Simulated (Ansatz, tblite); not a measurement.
Cost and result up the ladder for Sn(NH2)Me3 (C₃H₁₁NSn) (16 atoms). The state is a singlet with charge 0. Geometry: PBE0-D4/def2-SVP.

Cartesian coordinates in Å:
```
Sn -0.1203 -0.0174 0.0385
N -1.9870 -0.3373 0.8412
H -2.2647 0.3759 1.5137
H -2.0712 -1.2342 1.3173
C 0.1902 -1.6420 -1.3323
H 1.0805 -1.4585 -1.9510
H -0.6850 -1.7383 -1.9904
H 0.3315 -2.5892 -0.7917
C 1.4505 0.0397 1.5205
H 2.4215 0.2229 1.0365
H 1.5049 -0.9169 2.0605
H 1.2660 0.8442 2.2473
C -0.2589 1.8636 -0.9893
H -0.4668 2.6799 -0.2824
H -1.0732 1.8203 -1.7263
H 0.6821 2.0874 -1.5123
```

Ansatz on 4 threads of Arm Neoverse V2 on a shared host; xTB runs through tblite on one thread. Times are rough, summed over both states, and most runs start from the orbitals of an earlier one. ωB97M-V/def2-TZVP serves as the yardstick here, not as an exact answer. Differences are given only for rows in sets of like size (and for xTB, whose basis is part of the method), since another set adds its own error. The other state is a doublet.

In the def2 sets Sn takes a core potential; there is no spin–orbit coupling. The xTB rows come from tblite. Correlated methods freeze 8 core orbitals; core or outer-core shells of Sn are correlated, in sets that lack core-valence functions. The rows differ in basis, and correlated rows in double-zeta sets carry the largest basis error. In CCSD on the charge 1 doublet the largest single amplitude is 0.19, so its Hartree–Fock determinant may place the open shell otherwise than the density functionals do.

Correlated methods converge slowly with the basis, most of all in double-zeta sets.

Raw xTB energies of ions are shifted by several eV.

```tsv
level	functions	wall time	vertical IE (eV)	difference from ωB97M-V/def2-TZVP (eV)
GFN2-xTB	36	0.01 s	13.09	4.19
GFN1-xTB	47	0.015 s	13.94	5.04
PBE-D4/def2-TZVP	240	7.1 s	8.41	-0.50
PBE0-D4/def2-TZVP (with forces)	240	12 s	8.65	-0.25
ωB97M-V/def2-TZVP	240	32 s	8.90	0.00
CCSD(T)/def2-SVP	137	2.5 min	8.52	–
```
